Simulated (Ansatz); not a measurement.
Total energies of `FC(F)(F)C#Cc1ccc(C#Cc2ccc(C#Cc3ccc(C#Cc4ccc(C(F)(F)F)cc4)cc3)cc2)cc1` from Ansatz at PBE-D4/def2-SVP, gas phase (1 Eh = 27.2114 eV = 2625.5 kJ/mol). The reference geometry is relaxed at PBE-D4/def2-SVP.

| state | geometry | energy (Eh) |
| --- | --- | --- |
| charge 0 singlet | reference | -1900.63310 |
| charge 1 doublet | reference | -1900.38696 |
| charge -1 doublet | reference | -1900.71000 |
| free F atom (doublet) | – | -99.53976 |
| free C atom (triplet) | – | -37.75124 |
| free H atom (doublet) | – | -0.49863 |

Single mean-field runs in def2-SVP are fitted with def2-universal-jkfit.

Work out the vertical ionisation energy to the doublet.

E(charge 1 doublet) − E(charge 0 singlet) = -1900.38696 − (-1900.63310) = 0.24614 Eh = 6.70 eV. For comparison, −ε of the highest occupied level is 5.32 eV at this level, 1.38 eV less.

Work out the vertical electron affinity, to the doublet.

E(charge 0 singlet) − E(charge -1 doublet) = -1900.63310 − (-1900.71000) = 0.07690 Eh = 2.09 eV. The basis lacks diffuse functions, which makes affinities too small.

Give the fundamental gap IE − EA, the Mulliken electronegativity (IE + EA)/2 and the hardness (IE − EA)/2.

From the values in Eh: IE − EA = 0.24614 − 0.07690 = 0.16924 Eh = 4.61 eV; (IE + EA)/2 = 4.40 eV; (IE − EA)/2 = 2.30 eV. The HOMO–LUMO gap of the same run is 2.00 eV, 2.61 eV smaller than the fundamental gap.

What is the binding energy per atom against free atoms?

Atoms: 6 × (-99.53976) + 34 × (-37.75124) + 16 × (-0.49863) = -1888.75880 Eh. Binding: -1888.75880 − (-1900.63310) = 11.87430 Eh = 323.12 eV, or 5.77 eV for each of 56 atoms (no zero-point energy, no counterpoise term).
